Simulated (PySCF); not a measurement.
A series of related molecules.

All values: CAM-B3LYP/def2-SVPD (PySCF) at GFN2-xTB geometries, gas phase, one conformer each. Core orbitals are frozen in the response; Δα² is half the sum of the squared differences of the principal polarisabilities.

(1) Rank by mean static polarisability, highest first.
A. `ClC[SiH2]C1=C[C@@H]1Cl`
B. `FC[C@H]1C=C1[SiH2]CCl`
C. `ClC[SiH2]C1=CC1`
D. `CO[C@H]1C=C1[SiH2]CCl`

(2) Rank by HOMO energy, highest first.
A. `ClC[SiH2]C1=CC1`
B. `ClC[SiH2]C1=C[C@@H]1Cl`
C. `FC[C@H]1C=C1[SiH2]CCl`

Results:

(1) D (15.02 Å³), A (14.58 Å³), B (14.26 Å³), C (12.59 Å³).

(2) A (-8.66 eV), C (-8.93 eV), B (-9.08 eV).

All values together:

```
                SMILES                    change    formula  μ (D)  HOMO (eV)  LUMO (eV)  α (Å³)  Δα (Å³)  electrons  α per electron (Å³)
       ClC[SiH2]C1=CC1                    parent   C4H7ClSi   1.57      -8.66       0.35   12.59     2.50         62                0.203
 CO[C@H]1C=C1[SiH2]CCl   H on C replaced by OCH3  C5H9ClOSi   2.52      -8.73       0.24   15.02     4.63         78                0.193
 FC[C@H]1C=C1[SiH2]CCl   H on C replaced by CH2F  C5H8ClFSi   2.02      -8.93       0.14   14.26     2.27         78                0.183
ClC[SiH2]C1=C[C@@H]1Cl     H on C replaced by Cl  C4H6Cl2Si   3.08      -9.08      -0.03   14.58     4.66         78                0.187
OC[C@@H]1C=C1[SiH2]CCl  H on C replaced by CH2OH  C5H9ClOSi   2.37      -8.67       0.29   14.81     3.53         78                0.190
  C[C@H]1C=C1[SiH2]CCl    H on C replaced by CH3   C5H9ClSi   1.45      -8.59       0.41   14.39     4.40         70                0.206
```

Conformers: `[Cl:1][CH2:2][SiH2:3][C:4]1=[CH:5][CH2:6]1` with Cl1–C2–Si3–C4 -64°, C2–Si3–C4–C5 121°; `[CH3:1][O:2][C@H:3]1[CH:4]=[C:5]1[SiH2:6][CH2:7][Cl:8]` with C1–O2–C3–C4 -139°, C4–C5–Si6–C7 -35°, C5–Si6–C7–Cl8 62°; `[F:1][CH2:2][C@H:3]1[CH:4]=[C:5]1[SiH2:6][CH2:7][Cl:8]` with F1–C2–C3–C4 -143°, C4–C5–Si6–C7 113°, C5–Si6–C7–Cl8 -66°; `[Cl:1][CH2:2][SiH2:3][C:4]1=[CH:5][C@@H:6]1[Cl:7]` with Cl1–C2–Si3–C4 58°, C2–Si3–C4–C5 -32°; `[OH:1][CH2:2][C@@H:3]1[CH:4]=[C:5]1[SiH2:6][CH2:7][Cl:8]` with H–O1–C2–C3 -53°, O1–C2–C3–C4 52°, C4–C5–Si6–C7 15°, C5–Si6–C7–Cl8 -60°; `[CH3:1][C@H:2]1[CH:3]=[C:4]1[SiH2:5][CH2:6][Cl:7]` with C3–C4–Si5–C6 -27°, C4–Si5–C6–Cl7 60°.

Problem. Give the shifts from the parent, `ClC[SiH2]C1=CC1`.

Solution. 
```
                SMILES  change in μ (D)  change in HOMO (eV)  change in LUMO (eV)  change in mean α (Å³)
 CO[C@H]1C=C1[SiH2]CCl            +0.95                -0.07                -0.11                  +2.43
 FC[C@H]1C=C1[SiH2]CCl            +0.45                -0.27                -0.21                  +1.67
ClC[SiH2]C1=C[C@@H]1Cl            +1.51                -0.42                -0.38                  +1.99
OC[C@@H]1C=C1[SiH2]CCl            +0.80                -0.01                -0.06                  +2.22
  C[C@H]1C=C1[SiH2]CCl            -0.12                +0.07                +0.06                  +1.80
```

Problem. How closely does the mean polarisability follow the number of electrons in this set?

Solution. The correlation coefficient is 0.89; α per electron runs from 0.183 to 0.206 Å³.
